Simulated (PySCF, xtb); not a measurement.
WO3, SMILES [O]=[W](=[O])=[O], multiplicity 1.

GFN2-xTB (xtb) at its own geometry gives an orbital gap of 1.90 eV and a dipole moment of 0.00 D.

Coordinates come from a PBE-D3(BJ)/def2-TZVP optimisation. A frequency run showed that this geometry is not a minimum. The spin state was assumed, not searched. The isomer is the one that the SMILES or the coordinates give; other isomers of the formula were not compared. The def2 effective core potentials stand for the cores of W; spin–orbit coupling is left out.

### Question
What does HF/def2-TZVPD in PySCF give? (The exact figures need the calculation; the answer reports its results.)

### Answer
gap 10.28 eV (levels -12.97 and -2.68 eV), dipole 0.00 D.
